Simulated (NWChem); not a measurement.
System meant: MoN$_{2}$H$_{2}$ClF; SMILES [F][Mo]([Cl])(=[NH])=[NH]

The following NWChem deck was run.

```
start job
memory heap 200 mb stack 900 mb global 1100 mb
geometry units angstroms noautoz
  Mo     0.055139    -0.234116     0.000000
  N     -0.813777    -0.732457    -1.385901
  H     -1.608609    -1.143339    -1.873454
  N     -0.813777    -0.732457     1.385901
  H     -1.608609    -1.143339     1.873454
  F      1.704338    -1.083416     0.000000
  Cl     0.088607     2.052816     0.000000
end
basis spherical
  * library def2-svp
end
dft
  xc pbe0
  iterations 150
  mulliken
end
task dft energy
```

End of the output:

```
             Northwest Computational Chemistry Package (NWChem) 7.3.0
             --------------------------------------------------------

 CS  symmetry detected

                             Geometry "geometry" -> ""
                             -------------------------

 Output coordinates in angstroms (scale by  1.889725989 to convert to a.u.)

  No.       Tag          Charge          X              Y              Z
 ---- ---------------- ---------- -------------- -------------- --------------
    1 Mo                  42.0000    -0.02223545    -0.26620475     0.00000000
    2 N                    7.0000    -0.93113450    -0.68722884    -1.38590100
    3 H                    1.0000    -1.75863646    -1.02755578    -1.87345400
    4 N                    7.0000    -0.93113450    -0.68722884     1.38590100
    5 H                    1.0000    -1.75863646    -1.02755578     1.87345400
    6 F                    9.0000     1.54700445    -1.25547417     0.00000000
    7 Cl                  17.0000     0.20964733     2.00918719     0.00000000

 Effective nuclear repulsion energy (a.u.)     582.3985549481

      Symmetry information
      --------------------

 Group name             Cs
 Group number              2
 Group order               2
 No. of unique centers     5

                                 NWChem DFT Module
                                 -----------------

 Summary of "ao basis" -> "ao basis" (spherical)
 ------------------------------------------------------------------------------
       Tag                 Description            Shells   Functions and Types
 ---------------- ------------------------------  ------  ---------------------
 Mo                         def2-svp                11       31   5s3p2d1f
 N                          def2-svp                 6       14   3s2p1d
 H                          def2-svp                 3        5   2s1p
 F                          def2-svp                 6       14   3s2p1d
 Cl                         def2-svp                 8       18   4s3p1d

      Symmetry analysis of basis
      --------------------------

        a'         63
        a"         38

            General Information
            -------------------
          SCF calculation type: DFT
          Wavefunction type:  closed shell.
          No. of atoms     :     7
          No. of electrons :    84
           Alpha electrons :    42
            Beta electrons :    42
          Charge           :     0
          Spin multiplicity:     1
          Use of symmetry is: on ; symmetry adaption is: on
          Maximum number of iterations: 150
          AO basis - number of functions:   101
                     number of shells:    43
          Convergence on energy requested:  1.00D-06
          Convergence on density requested:  1.00D-05
          Convergence on gradient requested:  5.00D-04

              XC Information
              --------------
                         PBE0 Method XC Functional
                     Hartree-Fock (Exact) Exchange  0.250
          PerdewBurkeErnzerhof Exchange Functional  0.750
            Perdew 1991 LDA Correlation Functional  1.000 local
           PerdewBurkeErnz. Correlation Functional  1.000 non-local

             Grid Information
             ----------------
          Grid used for XC integration:  medium
          Radial quadrature: Mura-Knowles
          Angular quadrature: Lebedev.
          Tag              B.-S. Rad. Rad. Pts. Rad. Cut. Ang. Pts.
          ---              ---------- --------- --------- ---------
          Mo                  1.45      123           9.0       590
          N                   0.65       49          10.0       434
          H                   0.35       45          11.0       434
          F                   0.50       49          10.0       434
          Cl                  1.00       88          11.0       590
          Grid pruning is: on
          Number of quadrature shells:   354
          Spatial weights used:  Erf1

      Superposition of Atomic Density Guess
      -------------------------------------

 Sum of atomic energies:       -1452.42978897

      Non-variational initial energy
      ------------------------------

 Total energy =   -1460.427862
 1-e energy   =   -3127.360819
 2-e energy   =    1084.534401
 HOMO         =      -1.619275
 LUMO         =      -1.426497

      Symmetry analysis of molecular orbitals - initial
      -------------------------------------------------

  Numbering of irreducible representations:

     1 a'          2 a"

  Orbital symmetries:

     1 a'          2 a'          3 a'          4 a'          5 a"
     6 a'          7 a'          8 a"          9 a'         10 a"
    11 a'         12 a'         13 a'         14 a'         15 a"
    16 a'         17 a"         18 a'         19 a'         20 a'
    21 a"         22 a'         23 a"         24 a"         25 a'
    26 a'         27 a"         28 a'         29 a'         30 a'
    31 a'         32 a"         33 a'         34 a'         35 a"
    36 a'         37 a"         38 a'         39 a"         40 a"
    41 a'         42 a'         43 a'         44 a"         45 a'
    46 a'         47 a'         48 a"         49 a'         50 a'
    51 a"         52 a'

     ---------------------------------------------
      Total Density - Mulliken Population Analysis
     ---------------------------------------------

    Atom       Charge   Shell Charges
 -----------   ------   -------------------------------------------------------
    1 Mo  42    45.59   2.01  2.06  2.17  0.22 -0.09  6.06  8.82 -0.40 10.47 -0.01 14.29
    2 N    7     8.60   1.99  1.10  0.44  3.93  0.97  0.17
    3 H    1     0.29   0.23  0.03  0.04
    4 N    7     8.60   1.99  1.10  0.44  3.93  0.97  0.17
    5 H    1     0.29   0.23  0.03  0.04
    6 F    9     9.41   1.99  1.12  0.77  3.59  1.88  0.05
    7 Cl  17    11.22   2.00  1.99  0.66  0.56  5.90  0.31 -0.21  0.02

[...]
```

Q: What is wrong, and how is it mended?

A: The run ends normally but its numbers are meaningless: the def2 basis of a heavy element holds valence functions alone and wants its effective core potential (without it all electrons must fit into that basis). This input runs:
```
start job
memory heap 200 mb stack 900 mb global 1100 mb
geometry units angstroms noautoz
  Mo     0.055139    -0.234116     0.000000
  N     -0.813777    -0.732457    -1.385901
  H     -1.608609    -1.143339    -1.873454
  N     -0.813777    -0.732457     1.385901
  H     -1.608609    -1.143339     1.873454
  F      1.704338    -1.083416     0.000000
  Cl     0.088607     2.052816     0.000000
end
basis spherical
  * library def2-svp
end
ecp
  Mo library def2-ecp
end
dft
  xc pbe0
  iterations 150
  mulliken
end
task dft energy
```
It converges to -738.38288 Ha (PBE0/def2-SVP with def2 effective core potentials on Mo). The faulty run gave -1504.880 Ha, with all electrons squeezed into the valence basis.
